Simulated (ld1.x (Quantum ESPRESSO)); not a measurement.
**Ranking TM potentials for O**

All share these settings but for the change named:

oxygen (O), norm-conserving Troullier–Martins (Kleinman–Bylander form), made with ld1.x (Quantum ESPRESSO) 7.5 (PBE, non-relativistic). Core [He], reference 2s2 2p3 (charge +1). Waves: 2p (bound): rc 1.00 bohr; 3d channel at 0.5 Ry: rc 1.00 bohr; 2s (bound): rc 0.60 bohr. Local part: the s channel. Core correction: Bessel-smoothed model core inside 0.40 bohr.

Test errors are all-electron minus pseudo excitation energies from the reference, over 2s2 2p4; 2s2 2p2; 2s2 2p1; 2s2 2p4.3; 2s2 2p3.5; 2s2 2p0; 2s1 2p5. None of these files shows a bound ghost.

The base gives 441.4 meV.

Of 11 variants that were run, those that failed, showed a ghost or another fault, or gave nearly equal values are left out.

A variant can come out equal or close to the base, since the largest error may sit in a test that the change hardly touches while other tests move.

Task: Rank these variants by their largest absolute test error, smallest first.
A. local potential all-electron potential smoothed inside 0.85 bohr (lloc = -2)
B. all radii but the core radius scaled by about 1.14 (s 0.68, p 1.14, d 1.14 bohr)
C. type RRKJ; local potential the d channel; rho0 0.02

Result: A (443.4 meV), C (525.2 meV), B (650.0 meV).
